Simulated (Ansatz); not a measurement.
Geometry optimisation, Ansatz 0.2.0, RKS B3LYP-D4/def2-SVP.

Input file:

```yaml
crystal:
  periodic: [false, false, false]
  atoms:
    - { symbol: C, position_ang: [-0.4454, -1.56235, -0.41281] }
    - { symbol: O, position_ang: [0.21528, -0.31394, -0.41328] }
    - { symbol: Ga, position_ang: [0.3768, 1.27646, 0.31623] }
    - { symbol: S, position_ang: [-0.90442, 1.86142, 2.06674] }
    - { symbol: S, position_ang: [1.94806, 2.39962, -0.77835] }
    - { symbol: H, position_ang: [-1.25538, -1.59841, 0.32142] }
    - { symbol: H, position_ang: [-0.86279, -1.73909, -1.40687] }
    - { symbol: H, position_ang: [0.27679, -2.34846, -0.18104] }
    - { symbol: H, position_ang: [-1.4891, 0.66429, 2.07203] }
    - { symbol: H, position_ang: [2.14017, 1.36047, -1.58406] }
basis:
  gaussian: { orbitals: def2-SVP }
hamiltonian:
  xc: b3lyp
  dispersion: d4
relax:
  f_tol: 0.015
  max_steps: 40
output:
  orbitals: {}
```

Run as:

```bash
$ ansatz run input.yaml --threads 2 --pin off --max-ram 3072MiB --backend cpu --events-out ev --progress --plain --runs-dir out
```

**Question.** Where does it end, and by what steps?

**Answer.** The run converged. After 7 steps the energy has fallen by 0.173 eV; H10 moved furthest, 0.35 Å.

```json
{"step": "0", "energy less start (eV)": "0.0000", "largest force component (eV/Å)": "1.178", "accepted": "yes"}
{"step": "1", "energy less start (eV)": "-0.0730", "largest force component (eV/Å)": "0.615", "accepted": "yes"}
{"step": "2", "energy less start (eV)": "-0.1122", "largest force component (eV/Å)": "0.464", "accepted": "yes"}
{"step": "3", "energy less start (eV)": "-0.1523", "largest force component (eV/Å)": "0.271", "accepted": "yes"}
{"step": "4", "energy less start (eV)": "-0.1648", "largest force component (eV/Å)": "0.225", "accepted": "yes"}
{"step": "5", "energy less start (eV)": "-0.1705", "largest force component (eV/Å)": "0.169", "accepted": "yes"}
{"step": "6", "energy less start (eV)": "-0.1734", "largest force component (eV/Å)": "0.043", "accepted": "yes"}
{"step": "7", "energy less start (eV)": "-0.1735", "largest force component (eV/Å)": "0.004", "accepted": "yes"}
```

```xyz
10
Properties=species:S:1:pos:R:3
C -0.489 -1.519 -0.336
O 0.347 -0.435 -0.647
Ga 0.435 1.147 0.179
S -0.861 1.652 1.902
S 1.918 2.557 -0.640
H -1.209 -1.308 0.480
H -1.079 -1.812 -1.224
H 0.110 -2.395 -0.026
H -1.477 0.445 1.897
H 2.306 1.668 -1.586
```

The run took 40 s on 2 threads of Arm Neoverse V1 (shared host), peak memory 0.32 GiB.
